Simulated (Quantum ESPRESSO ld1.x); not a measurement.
Results of a calculation; reference values are marked as such.
Question: Coherent X-ray form factor from a spherical all-electron density. Level of theory: non-relativistic Kohn-Sham, PW91, spin-unpolarised, spherical densities, point nucleus (ld1.x of Quantum ESPRESSO 7.5).

sin(theta)/lambda (1/angstrom)  f0 (electrons)
0.05                                    62.544
0.1                                     59.351
0.15                                    55.853
0.2                                     52.392
0.25                                    48.991
0.3                                     45.733
0.4                                     39.977
0.5                                     35.261
0.6                                     31.310
0.8                                     25.013
1                                       20.590
1.25                                    17.129
1.5                                     14.869
2                                       11.201

The species is in the configuration that NIST lists as its ground one. Which atom or ion scatters so?

Answer: Neutral gadolinium, [Xe] 4f7 5d1 6s2. Extrapolating in s^2 from the first two rows gives f0(0) = 63.6, near the electron count 64; among species with that count, the fall with angle is slower the higher Z, and the table is that of Z = 64; from so few rows the species is fixed only to a neighbour or two.
